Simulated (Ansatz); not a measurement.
One geometry of C11H20, SMILES `C1CCC2(CC1)CCCCC2`, several functionals.

```yaml
crystal:
  periodic: [false, false, false]
  atoms:
    - {symbol: C, position_ang: [-0.327261, 2.787385, 0.836382]}
    - {symbol: C, position_ang: [-1.318418, 1.777632, 1.395622]}
    - {symbol: C, position_ang: [-0.654314, 0.427358, 1.624150]}
    - {symbol: C, position_ang: [0.021764, -0.153622, 0.377329]}
    - {symbol: C, position_ang: [0.989318, 0.900939, -0.180061]}
    - {symbol: C, position_ang: [0.340478, 2.256839, -0.423410]}
    - {symbol: C, position_ang: [-1.037648, -0.559800, -0.657856]}
    - {symbol: C, position_ang: [-0.470983, -1.335658, -1.839216]}
    - {symbol: C, position_ang: [0.295953, -2.566373, -1.379237]}
    - {symbol: C, position_ang: [1.377214, -2.192638, -0.376272]}
    - {symbol: C, position_ang: [0.793683, -1.411101, 0.792141]}
    - {symbol: H, position_ang: [0.443579, 2.988341, 1.591612]}
    - {symbol: H, position_ang: [-0.823268, 3.741689, 0.635040]}
    - {symbol: H, position_ang: [-1.744192, 2.143072, 2.335078]}
    - {symbol: H, position_ang: [-2.159714, 1.668919, 0.701820]}
    - {symbol: H, position_ang: [-1.383177, -0.296352, 2.006324]}
    - {symbol: H, position_ang: [0.109185, 0.538809, 2.405698]}
    - {symbol: H, position_ang: [1.459516, 0.545478, -1.100361]}
    - {symbol: H, position_ang: [1.802584, 1.026270, 0.546943]}
    - {symbol: H, position_ang: [1.094909, 2.964917, -0.779741]}
    - {symbol: H, position_ang: [-0.403413, 2.177911, -1.224634]}
    - {symbol: H, position_ang: [-1.581702, 0.316960, -1.017982]}
    - {symbol: H, position_ang: [-1.779584, -1.188617, -0.148185]}
    - {symbol: H, position_ang: [-1.284728, -1.625079, -2.511206]}
    - {symbol: H, position_ang: [0.192782, -0.691178, -2.427113]}
    - {symbol: H, position_ang: [0.730934, -3.089909, -2.235951]}
    - {symbol: H, position_ang: [-0.404050, -3.267328, -0.906366]}
    - {symbol: H, position_ang: [1.878583, -3.091675, -0.005098]}
    - {symbol: H, position_ang: [2.149629, -1.597726, -0.876683]}
    - {symbol: H, position_ang: [1.585181, -1.129510, 1.495910]}
    - {symbol: H, position_ang: [0.107170, -2.065965, 1.345335]}
basis:
  gaussian: {orbitals: def2-TZVPP}
hamiltonian: {xc: pbe, dispersion: d4}
output: {forces: true, orbitals: {seedname: orbitals}}
```

```sh
$ ansatz run in.yaml --threads 4 --pin off --events-out ev --progress --plain --max-ram 46080MiB --backend cuda --devices 0, --max-vram 37GiB
```

Output, abridged:

```
Functional definition: PBE
3160 factors; their error is unknown
mean field evaluation 1: about -11684.4444 eV, gradient 1.2e2 eV
mean field evaluation 2: about -11557.6282 eV, gradient 2.6e2 eV
mean field evaluation 4: about -11720.9478 eV, gradient 2.3e1 eV
mean field evaluation 8: about -11722.1692 eV, gradient 5.8e-1 eV
mean field evaluation 16: about -11722.0675 eV, gradient 2.2e-2 eV
mean field -11722.06748590 eV, -430.7780346041 hartree, gradient 3.6e-5 eV, S^2 0.000000; 0 other end points of the search recorded, 0 dependent functions left out
reference -11722.06755223 eV, -430.7780370419 hartree; 43, 43 occupied and 578, 578 virtual orbitals, 3160 factors
Total energy: -11723.01288516 eV, -430.8127773862 hartree
Atom 0 at    -0.327261     2.787385     0.836382 Å, force    -0.019862     0.052881    -0.003886 eV/Å
Atom 1 at    -1.318418     1.777632     1.395622 Å, force    -0.029726     0.015317     0.041757 eV/Å
Atom 2 at    -0.654314     0.427358     1.624150 Å, force    -0.032217     0.009034     0.032977 eV/Å
Atom 3 at     0.021764    -0.153622     0.377329 Å, force     0.001023    -0.007250     0.017821 eV/Å
Atom 4 at     0.989318     0.900939    -0.180061 Å, force     0.021479     0.017323    -0.029675 eV/Å
Atom 5 at     0.340478     2.256839    -0.423410 Å, force     0.031502     0.030672    -0.022928 eV/Å
Atom 6 at    -1.037648    -0.559800    -0.657856 Å, force    -0.025009     0.007433    -0.031053 eV/Å
Atom 7 at    -0.470983    -1.335658    -1.839216 Å, force    -0.034881    -0.007314    -0.034573 eV/Å
Atom 8 at     0.295953    -2.566373    -1.379237 Å, force     0.017233    -0.034363    -0.041554 eV/Å
Atom 9 at     1.377214    -2.192638    -0.376272 Å, force     0.033060    -0.038910     0.016088 eV/Å
Atom 10 at     0.793683    -1.411101     0.792141 Å, force     0.034904    -0.028153     0.013974 eV/Å
Atom 11 at     0.443579     2.988341     1.591612 Å, force     0.153503     0.048832     0.151711 eV/Å
Atom 12 at    -0.823268     3.741689     0.635040 Å, force    -0.093559     0.198630    -0.032777 eV/Å
Atom 13 at    -1.744192     2.143072     2.335078 Å, force    -0.097783     0.074160     0.184328 eV/Å
Atom 14 at    -2.159714     1.668919     0.701820 Å, force    -0.176002    -0.017420    -0.133234 eV/Å
Atom 15 at    -1.383177    -0.296352     2.006324 Å, force    -0.141662    -0.153129     0.083373 eV/Å
Atom 16 at     0.109185     0.538809     2.405698 Å, force     0.150037     0.018876     0.163549 eV/Å
Atom 17 at     1.459516     0.545478    -1.100361 Å, force     0.106047    -0.075931    -0.184816 eV/Å
Atom 18 at     1.802584     1.026270     0.546943 Å, force     0.169267     0.021964     0.140681 eV/Å
Atom 19 at     1.094909     2.964917    -0.779741 Å, force     0.146030     0.144348    -0.083543 eV/Å
Atom 20 at    -0.403413     2.177911    -1.224634 Å, force    -0.147603    -0.009610    -0.167147 eV/Å
Atom 21 at    -1.581702     0.316960    -1.017982 Å, force    -0.120605     0.178834    -0.067996 eV/Å
Atom 22 at    -1.779584    -1.188617    -0.148185 Å, force    -0.155297    -0.120525     0.101391 eV/Å
Atom 23 at    -1.284728    -1.625079    -2.511206 Å, force    -0.159204    -0.051079    -0.145476 eV/Å
Atom 24 at     0.192782    -0.691178    -2.427113 Å, force     0.130673     0.129249    -0.126682 eV/Å
Atom 25 at     0.730934    -3.089909    -2.235951 Å, force     0.081818    -0.115720    -0.170875 eV/Å
Atom 26 at    -0.404050    -3.267328    -0.906366 Å, force    -0.139630    -0.146824     0.088968 eV/Å
Atom 27 at     1.878583    -3.091675    -0.005098 Å, force     0.112434    -0.177572     0.069708 eV/Å
Atom 28 at     2.149629    -1.597726    -0.876683 Å, force     0.162577     0.112367    -0.099941 eV/Å
Atom 29 at     1.585181    -1.129510     1.495910 Å, force     0.155246     0.057333     0.151942 eV/Å
Atom 30 at     0.107170    -2.065965     1.345335 Å, force    -0.133794    -0.133452     0.117888 eV/Å
Dipole moment:    -0.001144     0.008076    -0.019836 e Å
```

It took 4.1 s on 4 threads of an AMD EPYC 7R13 on a shared host and a share of an NVIDIA H100 80 GB, with 1.2 GiB of host memory at the peak.

The same input with `hamiltonian: {xc: {name: CAM-B3LYP}, dispersion: d4}` and no forces (abridged; 4.1 s):

```
Functional definition: CAM-B3LYP
mean field evaluation 16: about -11731.8130 eV, gradient 1.1e-4 eV
mean field -11731.81299517 eV, -431.1361754642 hartree, gradient 3.5e-5 eV, S^2 0.000000
Total energy: -11732.62481995 eV, -431.1660094744 hartree
```

The same input with `hamiltonian: {xc: {name: r2SCANh}, dispersion: d4}` and no forces (abridged; 4 s):

```
Functional definition: r2SCANh
mean field evaluation 16: about -11731.2332 eV, gradient 2.2e-3 eV
mean field -11731.23322974 eV, -431.1148694776 hartree, gradient 3.7e-5 eV, S^2 0.000000
Total energy: -11731.51524100 eV, -431.1252332000 hartree
```

Changing it to `hamiltonian: {xc: {name: B2PLYP}}` and no forces (abridged; 6 s):

```
Functional definition: B2PLYP
mean field evaluation 16: about -11710.5892 eV, gradient 1.1e-4 eV
mean field -11710.58924213 eV, -430.3562169257 hartree, gradient 9.9e-6 eV, S^2 0.000000
11 core orbitals not correlated: weight in the atoms' cores, before any rotation towards them, 1.000 or more for the frozen orbitals, at most 0.000 for the correlated occupied ones
second order -62.45749933 eV of doubles, -0.00000000 eV of singles
Total energy: -11727.45302855 eV, -430.9759496459 hartree
```

With the line `hamiltonian: {xc: {name: BHLYP}, dispersion: d4}` and no forces (abridged; 3.4 s):

```
Functional definition: BHLYP
mean field evaluation 16: about -11731.1909 eV, gradient 7.1e-5 eV
mean field -11731.19089300 eV, -431.1133136309 hartree, gradient 7.1e-5 eV, S^2 0.000000
Total energy: -11732.23011915 eV, -431.1515044876 hartree
```
